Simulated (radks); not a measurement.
Au III, 77 electrons, occupied as [Xe] 4f14 5d8 6d1 (not the ground configuration). Method: scalar-relativistic Kohn-Sham, PBE, spin-polarised, spherical densities, finite nucleus; open shells are filled with parallel spins first (spin-orbit coupling, left out, can overturn this in heavy ions); Fermi nuclear charge, rms radius 5.4371 fm; computed with a radial shooting solver on a logarithmic mesh with Libxc functionals.

Normalised radial functions P(r) = r R(r), r in bohr:

r	5p down
0.002658	0.0121
0.003661	0.0203
0.005001	0.0334
0.006887	0.0548
0.009485	0.0876
0.01306	0.1348
0.01784	0.1942
0.02457	0.2584
0.03384	0.2976
0.0466	0.2616
0.06367	0.1049
0.08768	-0.1687
0.1207	-0.4000
0.1663	-0.3211
0.2272	0.1361
0.3128	0.5878
0.4308	0.4082
0.5933	-0.3907
0.8105	-1.0527
1.116	-1.0610
1.537	-0.6064
2.117	-0.2037
2.892	-0.0389
3.983	-0.0033
5.484	-0.0001
7.553	0.0000
10.32	0.0000
14.21	0.0000

5p down: eigenvalue -88.278 eV, 3 radial nodes at r = 0.0727, 0.210, 0.515 bohr, <r> = 1.06 bohr, 90 % of the charge inside 1.54 bohr.
